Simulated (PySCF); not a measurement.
## Hg⁶³⁺ (mercury, charge +63) across methods

[Ne] 3s2 3p5, 2P determinant. Calculation: PySCF 2.14, in an uncontracted even-tempered set (17 s from 18 bohr⁻², ratio 2.5; 12 p from 23 bohr⁻², ratio 2.5; 4 d from 95 bohr⁻², ratio 2.7; 4 f from 140 bohr⁻², ratio 2.7); scalar relativity by spin-free X2C-1e.

```
method  E (hartree)  mean ε 3s β (eV)  mean ε 3p α (eV)  mean ε 3p β (eV)  Σ⟨r²⟩ (bohr²)   ⟨S²⟩
 TPSSh    -15171.69           -7738.0           -7180.0           -7168.2         0.2669  0.750
   PBE    -15171.51           -7726.3           -7171.6           -7160.1         0.2668  0.750
r2SCAN    -15171.33           -7734.8           -7178.2           -7165.1         0.2669  0.750
   LDA    -15159.08           -7721.6           -7168.8           -7157.2         0.2670  0.750
  PBE0    -15171.13           -7747.7           -7188.9           -7176.7         0.2669  0.750
  BP86    -15173.31           -7727.5           -7172.4           -7161.2         0.2668  0.750
```

(1) Estimate the same row for UHF.

Spin-orbit coupling, absent here, splits the open shell strongly.

Answers

(1) E (hartree) = -15169.20962; mean ε 3s β (eV) = -7809.5; mean ε 3p α (eV) = -7239.0; mean ε 3p β (eV) = -7224.6; Σ⟨r²⟩ (bohr²) = 0.2670; ⟨S²⟩ = 0.750.
